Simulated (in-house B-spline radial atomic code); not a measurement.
A calculation on Ba12+ (with a hole in an inner shell): its settings, and results tabulated from the run. Computed with a B-spline radial code for spherical atoms: Dirac-Hartree-Fock, average of the jj configuration, Fermi nucleus of rms radius 4.8378 fm.

In the input, a minus or plus after the letter marks the j = l - 1/2 or j = l + 1/2 subshell.

Command:
```bash
python run_scf.py task.json out
```
Settings (nuclear radius in fm, mass in u):
```
Z                56
configuration    1s2 2s2 2p+4 3s2 3p6 3d10 4s2 4p6 4d10
hamiltonian      dirac
method           hf
spin_polarised   False
nucleus          fermi
rms_radius       4.8378
atomic_mass      137.90525
speed_of_light   137.035999084
```

Output (hartree, bohr):
```
 radial grid: 63 intervals, B-splines of order 8, outer radius 8.189 bohr

 iter        energy (Eh)    residual
    1       -7629.522261    1.65e+00
    2       -7670.402057    7.00e-01
    3       -7676.119492    2.15e-01
    4       -7676.741990    7.73e-02
    5       -7676.809155    2.64e-02
    6       -7676.817908    1.25e-03
    7       -7676.817920    6.48e-05
    8       -7676.817920    2.81e-06
    9       -7676.817920    2.26e-07

 total energy                     -7676.81792
 kinetic                            8161.2153
 electron-nucleus                 -18271.6370
 electron-electron                  2433.6038

 first-order corrections (not in the total)
   Gaunt                             6.1035
   retardation                      -0.6120
   frequency dependence             -0.0783
   self-energy                       5.0260
   Uehling                          -0.7155
   Wichmann-Kroll                    0.0180
   recoil                            0.0223

 orbital      occ     eigenvalue          <r>       <r^2>       <1/r>     <1/r^3>       r_max    small
 1s1/2      2.000     -1409.4613    0.0255337 0.000884832     60.7646           -     0.01642  4.29e-02
 2s1/2      2.000      -239.3989     0.107993   0.0138107     14.4416           -     0.09219  9.47e-03
 2p3/2      4.000      -213.8151    0.0963983   0.0113026     13.1681     6503.17     0.07523  8.98e-03
 3s1/2      2.000       -59.5055     0.283054   0.0916653     5.30212           -      0.2603  2.99e-03
 3p1/2      2.000       -53.8408     0.272359   0.0862725     5.23379           -      0.2471  2.95e-03
 3p3/2      4.000       -51.1851      0.28264   0.0926099     4.90992     1356.55      0.2563  2.80e-03
 3d3/2      4.000       -41.4986     0.252066   0.0747658      4.7851     226.517       0.205  2.68e-03
 3d5/2      6.000       -41.1091     0.254275   0.0759742     4.72957     211.153      0.2068  2.67e-03
 4s1/2      2.000       -18.2479     0.642862    0.464748     2.19956           -      0.6018  9.18e-04
 4p1/2      2.000       -16.0289     0.657926    0.490136     2.11271           -      0.6098  8.67e-04
 4p3/2      4.000       -15.4217     0.677784    0.519683     2.01941     294.185      0.6287  8.26e-04
 4d3/2      4.000       -11.6389     0.713967    0.584831     1.83784     42.2009      0.6412  7.07e-04
 4d5/2      6.000       -11.5593     0.719124    0.593026     1.81953     38.9016      0.6458  7.00e-04
```

Run time, properties included: 0.71 s on 1 thread of Arm Neoverse V1 (shared host).

For the Dirac Hamiltonian the kinetic term is c α·p + (β - 1)c².
